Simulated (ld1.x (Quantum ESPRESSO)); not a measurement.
**BP86 ultrasoft dataset for dysprosium, scalar-relativistic all-electron reference.**

ld1.x (Quantum ESPRESSO) 7.5 input, shortened:

```
&input
   title='Dy', zed=66., rel=1, dft='BP', iswitch=3,
   config='[Xe] 4f10 5d0 6s2 6p0'
 /
 &inputp
   pseudotype=3, tm=.true., lloc=-1, rcloc=1.95,
   nlcc=.true., new_core_ps=.true., rcore=0.60,
   which_augfun='PSQ', rmatch_augfun=1.20
 /
8
5S  1  0   2.00   0.00  1.70  1.80  0.0
6S  2  0   2.00   0.00  1.70  1.80  0.0
5P  2  1   6.00   0.00  2.05  2.65  0.0
6P  3  1   0.00   0.00  2.05  2.65  0.0
5D  3  2   0.00   0.00  2.15  2.40  0.0
5D  3  2   0.00   1.75  2.15  2.40  0.0
4F  4  3  10.00   0.00  1.05  1.30  0.0
4F  4  3   0.00   1.35  1.05  1.30  0.0
 &test
   configts(1)='4f10 5s2 5p6 5d0 6s2 6p0'
 /
```

All-electron outer shells of the reference configuration (BP86, scalar-relativistic, ld1.x):

```json
{"shell": "4p", "level (eV)": "-291.71", "outermost node (bohr)": "0.28", "outermost maximum (bohr)": "0.51"}
{"shell": "4d", "level (eV)": "-153.11", "outermost node (bohr)": "0.26", "outermost maximum (bohr)": "0.53"}
{"shell": "5s", "level (eV)": "-49.03", "outermost node (bohr)": "0.63", "outermost maximum (bohr)": "1.16"}
{"shell": "5p", "level (eV)": "-25.45", "outermost node (bohr)": "0.67", "outermost maximum (bohr)": "1.33"}
{"shell": "6s", "level (eV)": "-3.89", "outermost node (bohr)": "1.57", "outermost maximum (bohr)": "3.44"}
{"shell": "4f", "level (eV)": "-3.22", "outermost node (bohr)": "–", "outermost maximum (bohr)": "0.54"}
{"shell": "5d", "level (eV)": "-1.30", "outermost node (bohr)": "0.76", "outermost maximum (bohr)": "2.11"}
{"shell": "6p", "level (eV)": "-1.24", "outermost node (bohr)": "1.93", "outermost maximum (bohr)": "4.76"}
```

Results:

```json
{"Configuration tests": "1 of 7 tests not solved or not reliable; not counted: 4f11 5s2 5p6 5d0 6s0 6p0 (solver errors, printed error -3915 eV)", "Lowest eigenvalue of the overlap operator": "-0.37 (p channel); it is negative, so in a basis up to 400 Ry S is not positive definite and the file is unfit for use", "Density cutoff estimated by the generator": "461 Ry"}
```

The ghost test of this file was not conclusive. Its overlap operator is not positive definite in a basis up to 400 Ry (lowest eigenvalue p -0.37), so the file is unfit for use: the generalised eigenproblem breaks down once the basis is large enough, and its test numbers describe a broken file.

Generation and tests took about 5 s on one core of a shared server CPU.
